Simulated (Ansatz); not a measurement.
Two shapes of doublet H₁₄(+).

Shape 1:

```xyz
14

H     2.3698    0.0001    0.0001
H     2.1352    1.0282    0.0001
H     1.4775    1.8528    0.0000
H     0.5274    2.3104    0.0000
H    -0.5272    2.3103    0.0001
H    -1.4776    1.8528    0.0000
H    -2.1351    1.0282    0.0001
H    -2.3697    0.0001   -0.0001
H    -2.1351   -1.0282    0.0000
H    -1.4776   -1.8528    0.0000
H    -0.5273   -2.3102    0.0000
H     0.5273   -2.3104    0.0000
H     1.4775   -1.8527    0.0000
H     2.1352   -1.0283   -0.0001
```

Shape 2:

```xyz
14

H     2.0962    0.0000    0.0000
H     1.8886    0.9095    0.0000
H     1.3070    1.6389    0.0000
H     0.4665    2.0437    0.0000
H    -0.4664    2.0437    0.0000
H    -1.3070    1.6389    0.0000
H    -1.8886    0.9095    0.0000
H    -2.0962    0.0000    0.0000
H    -1.8886   -0.9095    0.0000
H    -1.3070   -1.6389    0.0000
H    -0.4664   -2.0437    0.0000
H     0.4664   -2.0437    0.0000
H     1.3070   -1.6389    0.0000
H     1.8886   -0.9095    0.0000
```

Basis set: 6-31G (spherical functions). All electrons are correlated. Charge 1, multiplicity 2.

Computed with Ansatz (development build ahead of 0.2.0); each method stands on the lowest determinant of its kind that the runs found.

Task: Which shape is lower in energy, and by how much in each method?

Result:

```csv
method,E(2) − E(1) (eV)
UHF,-0.580
UHF-MP2,-0.562
```

Shape 2 is lower. Caution: the unrestricted determinant is spin contaminated; the charge can sit on one fragment and break the point group; the determinant breaks the point group. Caution for UHF-MP2: bonds are stretched, where a single reference can fail; MP2 forces lie far from those of the mean fields.
